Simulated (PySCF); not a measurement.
An equivalent PySCF input for Ba⁺ (barium, charge +1), [Xe] 6s1, 2S determinant, with the spin-free X2C one-electron Hamiltonian (Gaussian nucleus):

```python
from pyscf import gto, scf, dft, mp, cc
import basis_set_exchange as bse
mol = gto.M(atom="Ba 0 0 0", charge=1, spin=1, symmetry="D2h",
            basis=gto.basis.parse(bse.get_basis("x2c-TZVPPall", elements=["Ba"], fmt="nwchem")),
            nucmod="G")
mf = dft.UKS(mol, xc="LDA,VWN").sfx2c1e()
mf.irrep_nelec = {'Ag': (10, 9), 'B1g': (2, 2), 'B2g': (2, 2), 'B3g': (2, 2), 'B1u': (4, 4), 'B2u': (4, 4), 'B3u': (4, 4)}
mf.kernel()
```

It reaches the same state as the run whose output follows, with an energy that differs only through the grid. The run itself started from symmetry-adapted Hartree-Fock orbitals and held the occupation by maximum overlap, on a logarithmic radial grid, so the iterations belong to that start.

```
SCF conv_tol = 1e-09
number electrons alpha = 28  beta = 27
XC functionals = LDA,VWN
    P. A. M. Dirac.,  Math. Proc. Cambridge Philos. Soc. 26, 376 (1930)
    F. Bloch.,  Z. Phys. 57, 545 (1929)
    S. H. Vosko, L. Wilk, and M. Nusair.,  Can. J. Phys. 58, 1200 (1980)
cycle= 1 E= -8127.49281486886  delta_E= -0.0165  |g|= 0.0427  |ddm|= 0.812
cycle= 2 E= -8127.49307283812  delta_E= -0.000258  |g|= 0.0123  |ddm|= 0.136
cycle= 3 E= -8127.4931284659  delta_E= -5.56e-05  |g|= 0.00721  |ddm|= 0.058
cycle= 4 E= -8127.49313897124  delta_E= -1.05e-05  |g|= 0.000223  |ddm|= 0.013
cycle= 5 E= -8127.49313900042  delta_E= -2.92e-08  |g|= 1.31e-06  |ddm|= 0.000976
cycle= 6 E= -8127.49313900042  delta_E= 1.82e-12  |g|= 8.47e-08  |ddm|= 2.62e-05
converged SCF energy = -8127.49313900042  <S^2> = 0.75016572  2S+1 = 2.0001657
```

Spin-orbit coupling, which splits the p, d and f shells strongly at this Z, is absent.
